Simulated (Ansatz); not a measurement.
This geometry of FH + H5NOSi (10 atoms, charge 0, multiplicity 1) is a first-order saddle point.

Theory: UKS PBE-D4/6-31G* in Ansatz 0.2.0.

```xyz
10
Properties=species:S:1:pos:R:3
Si -0.570 -0.023 -0.139
O 0.683 -0.897 0.927
H -0.974 0.022 -1.584
H -1.722 -0.005 0.812
N 0.420 1.424 -0.193
H 0.222 -1.860 0.319
F -0.623 -2.032 -0.448
H 1.571 -0.618 0.614
H 0.265 2.078 -0.959
H 0.729 1.911 0.651
```

Task: Which two structures does it join? (They come from a converged band through this point; their orientation in space is the band's.)

Result: Bonds broken: Si1–O2, H6–F7. Bonds formed: Si1–F7, O2–H6. FH + H5NOSi becomes FH4NSi + H2O.

Image 0:

```xyz
10
Properties=species:S:1:pos:R:3
Si -0.354 0.259 -0.118
O 0.750 -0.856 0.579
H -0.559 -0.063 -1.564
H -1.547 0.086 0.753
N 0.122 1.919 -0.094
H -0.125 -2.303 0.383
F -0.814 -2.870 0.019
H 1.599 -0.918 0.098
H 0.692 2.319 -0.838
H 0.237 2.427 0.783
```

Image 6:

```xyz
10
Properties=species:S:1:pos:R:3
Si -1.155 0.171 -0.528
O 1.313 -1.010 1.382
H -1.840 0.591 -1.790
H -2.077 0.088 0.644
N 0.095 1.306 -0.212
H 0.741 -1.460 0.722
F -0.611 -1.374 -0.759
H 2.198 -1.062 0.971
H 0.620 1.693 -0.997
H 0.715 1.057 0.568
```

Task: How far does it lie above each of them?

Result: 0.51 eV above the first and 1.08 eV above the second. This is the barrier of this one path; another mechanism may lie lower. The orbitals were unrestricted but ended closed-shell.

Time of the run: 2.6 min on 2 threads of Intel(R) Xeon(R) Platinum 8375C CPU @ 2.90GHz (Ice Lake), on a shared host, peak memory 0.17 GiB.
